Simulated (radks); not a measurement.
Problem. Species: the tellurium ion Te+. Configuration: [Kr] 4d10 5s2 5p3. Method: Dirac Kohn-Sham, PBEsol, spin-unpolarised, spherical densities, point nucleus; open shells fill j = l - 1/2 first; computed with a radial shooting solver on a logarithmic mesh with Libxc functionals. Some entries of the table are withheld. Estimate them.

| orbital | occ. | eigenvalue (hartree) | <r> (bohr) |
|---|---|---|---|
| 1s1/2 | 2 | -1161.268 | 0.02782 |
| 2s1/2 | 2 | -178.3060 | 0.1195 |
| 2p1/2 | 2 | -167.0998 | 0.1008 |
| 2p3/2 | 4 | -157.0203 | 0.1064 |
| 3s1/2 | 2 | -35.73487 | 0.3220 |
| 3p1/2 | 2 | -31.12711 | (1) |
| 3p3/2 | 4 | -29.24869 | (2) |
| 3d3/2 | 4 | -21.11457 | 0.2948 |
| 3d5/2 | 6 | -20.72162 | 0.2984 |
| 4s1/2 | 2 | -6.34933 | (3) |
| 4p1/2 | 2 | -4.76539 | (4) |
| 4p3/2 | 4 | -4.40734 | (5) |
| 4d3/2 | 4 | -1.88091 | (6) |
| 4d5/2 | 6 | -1.82683 | (7) |
| 5s1/2 | 2 | -0.85679 | 2.033 |
| 5p1/2 | 2 | -0.52244 | 2.415 |
| 5p3/2 | 1 | -0.48815 | 2.513 |

Solution. 
(1) 3p1/2 <r> (bohr): 0.3124
(2) 3p3/2 <r> (bohr): 0.3238
(3) 4s1/2 <r> (bohr): 0.7647
(4) 4p1/2 <r> (bohr): 0.8016
(5) 4p3/2 <r> (bohr): 0.8304
(6) 4d3/2 <r> (bohr): 0.9644
(7) 4d5/2 <r> (bohr): 0.9767
